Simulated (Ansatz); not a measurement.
Stepwise reaction of `[SH][In]([SH])[SH]` with water, as a gas-phase model of exchange steps in deposition or etching. ΔE in kJ/mol; ΔG adds harmonic PBE0-D4 terms to CCSD(T)/CBS, at 1 bar.

Calculated with Ansatz (gas phase, PBE0-D4/def2-TZVP geometries, no zero-point term in ΔE). CCSD(T)/CBS is the MP2 limit (def2-TZVPP, def2-QZVPP) plus CCSD(T) − MP2 in def2-TZVPP, frozen cores. This one scheme is used for every species. DFT in def2-TZVPP. B3LYP here is the variant with VWN-RPA as its local correlation; programs differ in this. Elements past krypton have def2 core potentials. For In outer-core shells are correlated without core-valence functions, which leaves a few kJ/mol of doubt a bond. One conformer a species, not always the lowest.

```csv
step,reaction,PBE-D4,B3LYP-D4,ωB97M-V,CCSD(T)/CBS,ΔG(400 K)
2,`[OH][In]([SH])[SH]` + H₂O → `[OH][In]([OH])[SH]` + H₂S,65.4,63.8,64.3,65.3,57.1
3,`[OH][In]([OH])[SH]` + H₂O → `[OH][In]([OH])[OH]` + H₂S,68.4,66.6,67.4,68.0,63.2
```

Question: Give the row of step 1, `[SH][In]([SH])[SH]` + H₂O → `[OH][In]([SH])[SH]` + H₂S. (An estimate is asked.)

Answer: The calculation gave: 
```csv
step,reaction,PBE-D4,B3LYP-D4,ωB97M-V,CCSD(T)/CBS,ΔG(400 K)
1,`[SH][In]([SH])[SH]` + H₂O → `[OH][In]([SH])[SH]` + H₂S,63.9,62.7,62.9,64.2,52.3
```

Question: By hand: ΔE of the 3 steps together at CCSD(T)/CBS.

Answer: (64.2) + (65.3) + (68.0) = 197.5 kJ/mol, or 65.8 kJ/mol a step.

In ΔE the steps differ by no more than 3.8 kJ/mol. All are uphill at CCSD(T)/CBS. ΔG lies between 52.3 and 63.2 kJ/mol a step. PBE-D4 differs from CCSD(T)/CBS by -0.3 to 0.4 kJ/mol a step. Isolated molecules leave out the surface, adducts and barriers. Largest T1 diagnostic: 0.017.
